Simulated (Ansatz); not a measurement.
Born–Oppenheimer molecular dynamics of C₂H₈GeO₂ (13 atoms, charge 0, multiplicity 1). It starts at the highest image of a converged band. Of that band: The profile has 2 maxima (images 2, 6) with wells between them (image 4): this band takes more than one step, which may be the mechanism or a detour left from its start path. Neighbouring images differ by up to 1.5 eV, so the band resolves the path poorly. A vibrational analysis at the climbing image gives one clearly imaginary mode, 1205i cm⁻¹: a first-order saddle point.

Level of theory: Ansatz 0.2.0, RKS revPBE/def2-SVP.

```
ensemble                      : NVE (velocity Verlet)
time step                     : 0.5 fs
steps asked                   : 200
starting velocities drawn for : 300 K
seed                          : 5337
```

First frame:

```xyz
13
Properties=species:S:1:pos:R:3
C -1.879 -0.247 1.233
O -1.469 0.679 0.229
C -0.395 0.252 -0.549
O 0.811 0.173 0.213
Ge 2.604 0.251 -0.822
H -2.764 0.190 1.734
H -1.082 -0.420 1.989
H -2.166 -1.231 0.790
H -0.307 0.992 -1.378
H -0.577 -0.767 -0.986
H 3.377 -0.984 -0.233
H 1.686 1.283 0.063
H 2.181 -0.206 -2.268
```

Problem. What does the run give?

Solution. The run went to its last step.

```yaml
steps_done: 200
time_covered: 100 fs
mean_temperature_over_the_second_half: 859 K
spread_of_the_potential_energy_over_the_second_half: 23.4 meV per atom
mean_potential_energy_of_the_second_half_above_the_start: -61.1 meV per atom
```

The conserved energy stayed within 0.18 meV per atom of its start (net change 0.095 meV per atom), so the integration is sound. The kinetic energy rose, since the run started high on the potential surface and went downhill. A run of 0.1 ps of so small a system gives no equilibrium averages. The orbitals stay closed-shell, which can raise the energy where a bond breaks towards radicals; this wasn't checked here.

Problem. What happens to the structure?

Solution. Between its relaxed ends the band would form O4–H12 and break Ge5–H12. These pairs go: O4–H12 1.42 → 3.15 Å, Ge5–H12 1.64 → 1.74 Å. In the last frame they stand as before the step (other bonds may differ from the relaxed reactants and products). It ends as one piece, C2H8GeO2. Pairs count as bonded within 1.25 times the sum of covalent radii (0.12 Å more for H–H). Another seed would give other details.

Problem. How do temperature and energy run in time?

Solution. 
| time (fs) | T (K) | potential energy less start (eV) | conserved less start (meV/atom) |
| --- | --- | --- | --- |
| 0 | 300 | 0.000 | 0.00 |
| 3 | 145 | 0.222 | 0.15 |
| 6 | 108 | 0.274 | 0.11 |
| 9 | 167 | 0.191 | 0.11 |
| 12 | 269 | 0.045 | 0.12 |
| 15 | 542 | -0.342 | 0.12 |
| 18 | 926 | -0.889 | 0.07 |
| 21 | 1226 | -1.315 | 0.04 |
| 24 | 1333 | -1.469 | -0.05 |
| 27 | 1036 | -1.046 | 0.08 |
| 30 | 793 | -0.700 | 0.10 |
| 33 | 721 | -0.599 | 0.06 |
| 36 | 647 | -0.492 | 0.06 |
| 39 | 616 | -0.448 | 0.10 |
| 42 | 836 | -0.762 | -0.02 |
| 45 | 896 | -0.847 | 0.02 |
| 48 | 817 | -0.733 | 0.10 |
| 51 | 899 | -0.852 | 0.02 |
| 54 | 1026 | -1.032 | 0.03 |
| 57 | 1041 | -1.053 | 0.02 |
| 60 | 978 | -0.963 | 0.01 |
| 63 | 890 | -0.838 | 0.06 |
| 66 | 776 | -0.676 | 0.09 |
| 69 | 756 | -0.648 | 0.05 |
| 72 | 708 | -0.580 | 0.04 |
| 75 | 662 | -0.514 | 0.09 |
| 78 | 707 | -0.577 | 0.07 |
| 81 | 814 | -0.729 | 0.10 |
| 84 | 1077 | -1.103 | 0.06 |
| 87 | 1324 | -1.456 | -0.03 |
| 90 | 1135 | -1.187 | -0.04 |
| 93 | 768 | -0.665 | 0.05 |
| 96 | 551 | -0.355 | 0.07 |
| 99 | 468 | -0.237 | 0.13 |

Time of the run: 3.6 min on 2 threads of AMD EPYC 9R45 96-Core Processor (Zen 5), with other jobs on the host, peak memory 0.19 GiB.
